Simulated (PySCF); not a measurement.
Geometries of 2 isomers of C5H7NSSi, from PBE0-D3(BJ)/def2-SVP geometry optimisation, gas phase in PySCF 2.14.0. One conformer each, no zero-point energy, no frequencies.

Problem. Which is lower in electronic energy at this level?
A.
```xyz
15
angstrom
Si     2.907   -0.112    0.288
S      1.685    1.278   -0.844
C      0.137    0.577   -0.370
C     -1.072    1.119   -0.830
C     -2.252    0.515   -0.418
C     -2.198   -0.595    0.428
C     -0.946   -1.051    0.827
N      0.191   -0.478    0.438
H      2.698   -0.005    1.757
H      4.274    0.404   -0.039
H      2.801   -1.513   -0.203
H     -1.073    1.989   -1.489
H     -3.214    0.909   -0.756
H     -3.105   -1.095    0.770
H     -0.848   -1.918    1.490
```
B.
```xyz
15
angstrom
Si     2.932    0.289   -0.310
S      1.522   -0.544    1.086
C     -0.053   -0.321    0.316
C     -1.170   -0.807    1.008
C     -2.429   -0.652    0.437
N     -2.647   -0.063   -0.737
C     -1.584    0.396   -1.388
C     -0.275    0.298   -0.918
H      2.900   -0.424   -1.621
H      4.236    0.072    0.375
H      2.693    1.744   -0.538
H     -1.056   -1.300    1.976
H     -3.312   -1.028    0.967
H     -1.771    0.880   -2.354
H      0.540    0.704   -1.521
```

Solution. A. That is `c1cnc(cc1)S[SiH3]`, 7.1 kcal/mol below the other.

```csv
SMILES,atoms numbered as above,E (Eh),relative (kcal/mol),relative (kJ/mol),dipole (D)
[SiH3]Sc1ccccn1,[SiH3:1][S:2][c:3]1[cH:4][cH:5][cH:6][cH:7][n:8]1,-936.26499,0.0,0.0,2.80
[SiH3]Sc1ccncc1,[SiH3:1][S:2][c:3]1[cH:4][cH:5][n:6][cH:7][cH:8]1,-936.25371,7.1,29.6,2.01
```
